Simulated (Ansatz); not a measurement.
`[Cl][AlH][SiH]1CO1` and `[TeH][SiH]1CO1` differ in one atom or group.

Ansatz, PBE0-D4/def2-TZVP geometries, multiplicity 1. Each molecule was computed in one conformer, which needn't be the lowest.

Elements past krypton have def2 core potentials.  Spin–orbit coupling is left out; it splits and shifts lone-pair levels of the heavy atoms by tenths of an eV.

| property | `[Cl][AlH][SiH]1CO1` |
| --- | --- |
| LUMO energy (PBE/def2-TZVPP) / eV | -3.16 |
| LUMO energy (B3LYP/def2-TZVPP) / eV | -2.63 |
| LUMO energy (PBE0/def2-TZVPP) / eV | -2.46 |
| HOMO–LUMO gap (B3LYP/def2-TZVPP) / eV | 4.58 |
| HOMO energy (PBE/def2-TZVPP) / eV | -6.27 |
| HOMO–LUMO gap (PBE/def2-TZVPP) / eV | 3.12 |

Give the same properties after the change, and the shifts. (Estimate.)

Computed: 
```tsv
property	`[TeH][SiH]1CO1`	shift
LUMO energy (PBE/def2-TZVPP) / eV	-1.82	1.34
LUMO energy (B3LYP/def2-TZVPP) / eV	-1.25	1.38
LUMO energy (PBE0/def2-TZVPP) / eV	-1.02	1.44
HOMO–LUMO gap (B3LYP/def2-TZVPP) / eV	5.34	0.76
HOMO energy (PBE/def2-TZVPP) / eV	-5.73	0.54
HOMO–LUMO gap (PBE/def2-TZVPP) / eV	3.91	0.79
```

With PBE0 the HOMO rises by 0.63 eV and the LUMO rises by 1.44 eV, so the gap widens by about 0.81 eV. PBE moves the HOMO by 0.54 eV and ωB97M-V by 0.66 eV.

B3LYP here is the variant with VWN-RPA as its local correlation; programs differ in this.
